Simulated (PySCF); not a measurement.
A GIAO shielding run with PySCF 2.14.0 with density-fitted response routines (density fitting, non-relativistic, gas phase) on `CCCB(C)C`, C5H13B:

```
{"job": {"kind": "nmr", "xc": "PBE0", "basis": "cc-pVDZ", "pop": true}, "charge": 0, "multiplicity": 1}
C      2.795811     0.066237    -0.692388
C      1.386151    -0.505416    -0.681727
C      0.342016     0.447638    -0.105807
B     -1.176429     0.013083    -0.122876
C     -1.711947    -1.026240    -1.173517
C     -2.161922     0.667043     0.919337
H      3.524346    -0.645586    -1.110882
H      3.129752     0.323953     0.325939
H      2.846367     0.988204    -1.294680
H      1.101310    -0.792417    -1.708107
H      1.380259    -1.446570    -0.103558
H      0.336824     1.382554    -0.710440
H      0.645303     0.786590     0.901428
H     -2.778986    -0.905443    -1.415300
H     -1.126402    -1.101609    -2.101825
H     -1.622296    -2.012831    -0.674624
H     -3.172294     0.232277     0.938853
H     -1.747393     0.667336     1.940992
H     -2.270056     1.735205     0.650007
```

Hardware: 1 thread of an Arm Neoverse V1, shared host. The job also computes population analyses, field gradients.

(1) How large is the calculation?

(2) How long does it take?

(3) And these other runs on the same molecule and hardware: GIAO shielding at BLYP/pcSseg-1; GIAO shielding at BP86/pcSseg-1; GIAO shielding at HF/pcSseg-1; GIAO shielding at LDA/pcSseg-1; GIAO shielding at OPBE/pcSseg-1; GIAO shielding at PBE/pcSseg-1?

Answers

(1) 48 electrons, 149 basis functions and 750 auxiliary functions.

(2) 17 s of wall time, with 12 SCF cycles and 4 response iterations. Times on a shared host scatter by some tens of per cent.

(3) BLYP/pcSseg-1: 167 functions, 29 s; BP86/pcSseg-1: 167 functions, 29 s; HF/pcSseg-1: 167 functions, 8.9 s; LDA/pcSseg-1: 167 functions, 23 s; OPBE/pcSseg-1: 167 functions, 29 s; PBE/pcSseg-1: 167 functions, 29 s.
